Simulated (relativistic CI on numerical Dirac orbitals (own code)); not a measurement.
# Eu42+: sensitivity of the levels to the model

Base calculation: Dirac-Coulomb-Breit CI, KLI orbitals optimised for each configuration, model QED (radiative potential, 1s self-energy scaled to tabulated hydrogen-like ionisation energies), unscaled Slater integrals.

Configuration list (outside the closed core [Ne]): 3s2 3p6 3d3, 3s2 3p5 3d4, 3s 3p6 3d4, 3s2 3p6 3d2 4s, 3s2 3p6 3d2 4p, 3s2 3p6 3d2 4d, 3s2 3p5 3d3 4s, 3s2 3p6 3d2 4f, 3s2 3p5 3d3 4p, 3s 3p6 3d3 4s, 3p6 3d4 4p, 3s 3p6 3d3 4p, 3s2 3p6 3d 4s 4p, 3s2 3p6 3d2 5s, 3s 3p6 3d3 4d, 3s2 3p6 3d2 5p, 3s2 3p6 3d 4p 4d, 3s2 3p6 3d2 5f, 3s 3p6 3d2 4s 4p, 3p6 3d5, 3p5 3d6, 3p5 3d5 4s, 3p6 3d4 4s, 3p5 3d4 4s2, 3s2 3p6 3d 4s2, 3s2 3p6 4s2 4p, 3s2 3p6 4s2 4d, 3s2 3p6 3d 4p2, 3s2 3p6 4s 4p2, 3s2 3p6 4p3, 3s2 3p6 4p2 4d, 3s2 3p5 3d 4s 4p2. Double excitations out of closed p, d and f shells are left out; levels of such configurations are missing from the list, as are those of other unlisted configurations, and high levels can miss mixing partners. These lack a partner that the ground configuration has and come out too high: 3s2 3p5 3d3 4p.

Variants: (1) one mean potential for all configurations; (2) only the first 3 configurations. Shifts of the energy above 3s2 3p6 3d3 4F_3/2, in cm⁻¹, for the lowest level and the first level of each name with at least 55 % of one term (blank where a level changes its place among those of its configuration and J or its character, or is not in the variant):

```csv
Level,Base,Δ(1),Δ(2)
3s2 3p6 3d3 4F_3/2,0,0,0
3s2 3p6 3d3 4F_5/2,218278,+73,-252
3s2 3p6 3d3 4P_1/2,301483,+51,-244
3s2 3p6 3d3 4F_7/2,501989,+131,-490
3s2 3p6 3d3 2P_1/2,584758,+113,-301
3s2 3p6 3d3 2H_11/2,595271,+126,-911
3s2 3p6 3d3 2D_5/2,608998,+98,-352
3s2 3p6 3d3 2F_7/2,663168,+101,-577
3s2 3p6 3d3 2D_3/2,776671,+108,+823
3s2 3p5 3d4 4I°_15/2,2395643,-411,-2278
```

At this charge energies of transitions that change n are usually good to better than 1 %, and those within a shell (Δn = 0) to a few per cent.

Ionisation energy from the two ground configurations alone: base 3278.68 eV. The NIST ASD value (theoretical) is 3279 eV.

LS names give the leading component of a level, which can be under half, so a name can repeat, a term be missing and a line seem to break the LS rules.
